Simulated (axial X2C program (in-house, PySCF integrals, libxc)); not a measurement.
Outer orbitals of InS⁺ at 2.547 Å, B3LYP

All values were computed with an in-house relativistic program for diatomic molecules. Spin-free means the one-electron spin-free X2C Hamiltonian; two-component (2c) means X2C with spin–orbit coupling and atomic mean-field two-electron Coulomb and Gaunt terms, so the difference of the two also holds small scalar two-electron terms. Basis: In dyall-cv3z [11s12p9d4f1g], S dyall-av3z [9s8p3d2f] (cores contracted in-house); Gaussian nuclei, density fitting, unrestricted open shells. Masses: In 114.904 u, S 31.972 u.

The distance is close to the 2c PBE0 minimum; the highest filled and lowest empty levels are listed.

Spin-free orbitals, state M_S = 1, Λ = 1 (beyond evenly filled blocks: σα, π+α, π+β, π-α) (Löwdin shares):

```tsv
symmetry	occupied	ε (eV)	atomic character
σα	yes	-28.04	94% In d, 4% S s
σβ	yes	-27.86	98% In d
δ-α	yes	-27.86	100% In d
δ+α	yes	-27.86	100% In d
π+α	yes	-27.83	100% In d
π-α	yes	-27.83	100% In d
δ+β	yes	-27.81	100% In d
δ-β	yes	-27.81	100% In d
π+β	yes	-27.77	100% In d
π-β	yes	-27.76	100% In d
σα	yes	-25.38	81% S s, 10% In d, 5% In p
σβ	yes	-23.42	83% S s, 6% In d, 6% In p
σα	yes	-16.73	48% S p, 44% In s, 4% S s
σβ	yes	-15.71	57% In s, 31% S p, 6% S s
π-α	yes	-13.99	93% S p, 3% In p, 3% In d
π+α	yes	-13.99	93% S p, 3% In p, 3% In d
σα	yes	-13.55	40% S p, 33% In s, 20% In p
π+β	yes	-12.72	91% S p, 5% In p, 3% In d
σβ	no	-10.85	50% S p, 26% In p, 18% In s
π-β	no	-10.71	87% S p, 8% In p, 3% In d
π-α	no	-7.71	84% In p, 8% S d, 5% S p
π+α	no	-7.71	84% In p, 8% S d, 5% S p
```

Spinors with spin–orbit coupling (state Ω = 2):

```csv
ω,occupied,ε (eV),atomic character,λ mixture
1/2,yes,-28.39,97% In d,"57% σ, 43% π"
-3/2,yes,-28.34,100% In d,"83% δ, 17% π"
-1/2,yes,-28.34,99% In d,"58% π, 42% σ"
3/2,yes,-28.32,100% In d,"79% δ, 21% π"
1/2,yes,-27.60,"96% In d, 3% S s","56% π, 44% σ"
-1/2,yes,-27.53,98% In d,"58% σ, 42% π"
5/2,yes,-27.53,100% In d,100% δ
3/2,yes,-27.50,100% In d,"79% π, 21% δ"
-5/2,yes,-27.48,100% In d,100% δ
-3/2,yes,-27.45,100% In d,"83% π, 17% δ"
1/2,yes,-25.38,"81% S s, 10% In d, 5% In p",100% σ
-1/2,yes,-23.43,"83% S s, 6% In d, 6% In p",100% σ
1/2,yes,-16.72,"48% S p, 44% In s, 4% S s",100% σ
-1/2,yes,-15.71,"57% In s, 32% S p, 6% S s",100% σ
-1/2,yes,-14.02,"93% S p, 3% In p, 3% In d",100% π
3/2,yes,-13.96,"93% S p, 3% In p, 3% In d",100% π
1/2,yes,-13.54,"40% S p, 33% In s, 21% In p",100% σ
1/2,yes,-12.75,"90% S p, 6% In p, 3% In d",100% π
-1/2,no,-10.85,"50% S p, 26% In p, 19% In s",100% σ
-3/2,no,-10.67,"88% S p, 8% In p, 3% In d",100% π
-1/2,no,-7.83,"84% In p, 8% S d, 5% S p",100% π
1/2,no,-7.58,"82% In p, 8% S d, 7% S p","99% π, 1% σ"
3/2,no,-7.57,"84% In p, 8% S d, 5% S p",100% π
```

Mulliken charges and populations of the two-component result (they depend on the basis, above all on diffuse functions):

In 0.97 e (s 9.72 p 18.28 d 20.02 f 0.01), S 0.03 e (s 5.99 p 9.95 d 0.03). ⟨Lz⟩ = 1.00 ħ and ⟨Sz⟩ = 1.00 ħ (0.17 and 0.83 on the two atoms), which add up to Ω.

Density functionals use the spin component along the axis (collinear). The functionals have no current-density term, which raises determinants with orbital currents, atoms included. The state is one determinant with fixed occupations, lowest in a PBE0 search at one distance only: followed along the bond, the 2c determinant Ω = 1 reaches 0.20 eV lower at PBE0, so the state shown is not the lowest. With several unpaired electrons one determinant need not be a pure state. Open-shell Ω = 0 determinants with evenly filled partner blocks cannot be reached by this program, so the Ω shown need not be the lowest component.
